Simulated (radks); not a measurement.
Spherical jellium clusters: N electrons in a uniform positive sphere of charge N and radius rs N^(1/3), rs = 4.84 bohr. Method: non-relativistic Kohn-Sham, PBEsol, spin-polarised, spherical densities; computed with a radial shooting solver with Libxc functionals. Levels are named by radial order and angular momentum (1s, 1p, 1d, 2s, ...), and open shells are averaged over m. Each electron was tried in the lowest free levels, single moves between levels near the top were tried too, and the lowest total energy was kept; such a search can miss a lower state. The series stops at N = 13: beyond it a trial failed or the search could not be trusted, so later rows were left out. Energies include the self-energy of the background; IP and EA are vertical (highest electron removed, lowest free level filled), at fixed background; spill-out counts the electrons outside the background radius R, and alpha is the static dipole polarisability from linear response (closed shells only). A dash means not computed or, for alpha, an open shell; in EA it means that no bound solution was reached, which is typical of self-interaction and does not show that the anion is unstable. Real open-shell clusters deform, which this model forbids.

| N | open shells | 2S | E/N (eV) | E(N+1) + E(N-1) - 2E(N) (eV) | IP (eV) | EA (eV) | -e(HOMO) (eV) | spill-out (e) |
|---|---|---|---|---|---|---|---|---|
| 1 | 1s(up 1, down 0) | 1 | -1.392 | - | - | - | 2.673 | 0.31 |
| 2 | none | 0 | -1.665 | 0.709 | 4.469 | - | 2.727 | 0.46 |
| 3 | 1p(up 1, down 0) | 1 | -1.519 | -0.527 | 3.447 | - | 1.994 | 0.71 |
| 4 | 1p(up 2, down 0) | 2 | -1.578 | -0.331 | 3.857 | - | 2.390 | 0.86 |
| 5 | 1p(up 3, down 0) | 3 | -1.680 | 0.369 | 4.060 | - | 2.633 | 0.96 |
| 6 | 1p(up 3, down 1) | 2 | -1.686 | -0.334 | 3.584 | - | 2.341 | 1.08 |
| 7 | 1p(up 3, down 2) | 1 | -1.738 | -0.213 | 3.851 | 1.395 | 2.593 | 1.18 |
| 8 | none | 0 | -1.804 | 0.838 | 4.001 | - | 2.761 | 1.27 |
| 9 | 1d(up 1, down 0) | 1 | -1.762 | -0.216 | 3.106 | - | 1.978 | 1.41 |
| 10 | 1d(up 2, down 0) | 2 | -1.750 | -0.174 | 3.296 | - | 2.177 | 1.53 |
| 11 | 1d(up 3, down 0) | 3 | -1.756 | -0.144 | 3.438 | 1.272 | 2.334 | 1.63 |
| 12 | 1d(up 4, down 0) | 4 | -1.773 | -0.121 | 3.549 | 1.412 | 2.461 | 1.72 |
| 13 | 1d(up 5, down 0) | 5 | -1.797 | - | 3.637 | 1.082 | 2.566 | 1.79 |

All shells are closed at N = 2, 8 (there: 1s2 1p6); the second difference of the energy has clear peaks (12 % above both neighbours; the first and last values, which can be the largest, are not judged, and half-filled shells can peak too) at N = 5, 8.
